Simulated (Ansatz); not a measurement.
Ansatz (a first-principles code) input file for AlGeH5O2, SMILES [OH][Al]([OH])[GeH3], PBE/def2-SVPD. The structure is a stationary point at PBE0-D3(BJ)/def2-SVP. The structure was generated by enumeration; whether it is a known compound was not checked. The values are those of a single conformer.

Ansatz 0.2 input:
```yaml
crystal:
  periodic: [false, false, false]
  atoms:
    - {symbol: Al, position_ang: [-0.97472172, 0.18119350, 0.41218937]}
    - {symbol: Ge, position_ang: [1.24205581, -0.22816536, -0.53019749]}
    - {symbol: H, position_ang: [1.47007703, -1.72790193, -0.81100984]}
    - {symbol: H, position_ang: [1.45628226, 0.52638756, -1.85654559]}
    - {symbol: H, position_ang: [2.35884929, 0.21582239, 0.43729392]}
    - {symbol: O, position_ang: [-1.37700176, -0.60767728, 1.86465530]}
    - {symbol: H, position_ang: [-2.18568356, -0.56987840, 2.37597818]}
    - {symbol: O, position_ang: [-2.02967882, 1.23294157, -0.40938350]}
    - {symbol: H, position_ang: [-2.92048417, 1.49923210, -0.18003328]}
basis:
  gaussian:
    orbitals: def2-SVPD
hamiltonian:
  xc: {name: PBE}
```

It prints:

```
WARN ansatz: RAYON_NUM_THREADS=1 ignored (pool sized by the plan → 1); use --threads N
Functional definition: PBE
integrals: 0.09 GiB planned
1328 factors; their error is unknown
mean field: 0.52 GiB planned
mean field evaluation 1: about -67250.4820 eV, gradient 9.1e1 eV
mean field evaluation 2: about -67119.8810 eV, gradient 2.2e2 eV
mean field evaluation 4: about -67264.7252 eV, gradient 9.6e0 eV
mean field evaluation 8: about -67265.1204 eV, gradient 1.1e-1 eV
mean field evaluation 16: about -67265.0575 eV, gradient 1.6e-4 eV
mean field -67265.05749205 eV, -2471.9452689391 hartree, gradient 3.8e-5 eV, S^2 0.000000; 0 other end points of the search recorded, 0 dependent functions left out
reference -67265.05754434 eV, -2471.9452708611 hartree; 33, 33 occupied and 115, 115 virtual orbitals, 1328 factors
Total energy: -67265.05754434 eV, -2471.9452708611 hartree
```

The calculation finished and met its thresholds.
